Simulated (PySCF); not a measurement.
Silicon: a sound run and one with changed settings

Sound run: Si⁺ [Ne] 3s2 3p1, Si²⁺ [Ne] 3s2. All numbers are calculated (PySCF 2.14, the non-relativistic Hamiltonian (point nucleus), in def2-SVP (4s3p1d, 18 functions)). In the sound run the correlated levels freeze [Ne]. The sound run starts from symmetry-adapted Hartree-Fock orbitals and uses a fine grid where one is needed.

Changed run: scalar relativity by spin-free X2C-1e. This setting is unsound on purpose.

```
species   method  sound run (hartree)  changed run (hartree)  converged
    Si⁺      UHF           -288.47217             -289.01782        yes
    Si⁺     BP86           -288.99471             -289.53996        yes
    Si⁺    M06-L           -288.96346             -289.50891        yes
    Si⁺      MP2           -288.50739             -289.05305        yes
    Si⁺  CCSD(T)           -288.52584             -289.07145        yes
   Si²⁺      UHF           -287.89144             -288.43698        yes
   Si²⁺     BP86           -288.38887             -288.93404        yes
   Si²⁺    M06-L           -288.36928             -288.91460        yes
   Si²⁺      MP2           -287.92077             -288.46631        yes
   Si²⁺  CCSD(T)           -287.93504             -288.48052        yes
```

Ionisation energy of Si⁺:

```json
{"method": "UHF", "sound run (eV)": "15.803", "changed run (eV)": "15.805"}
{"method": "BP86", "sound run (eV)": "16.486", "changed run (eV)": "16.488"}
{"method": "M06-L", "sound run (eV)": "16.168", "changed run (eV)": "16.172"}
{"method": "MP2", "sound run (eV)": "15.963", "changed run (eV)": "15.966"}
{"method": "SCS-MP2", "sound run (eV)": "15.944", "changed run (eV)": "15.948"}
{"method": "CCSD", "sound run (eV)": "16.058", "changed run (eV)": "16.062"}
{"method": "CCSD(T)", "sound run (eV)": "16.076", "changed run (eV)": "16.080"}
```

Most of the change in total energy is the relativistic energy itself. On top of that the contraction fixes the core shape for the Hamiltonian it was made with, so the changed run is not a good calculation with the other Hamiltonian either.

For comparison, NIST gives 16.346 eV between the lowest levels.
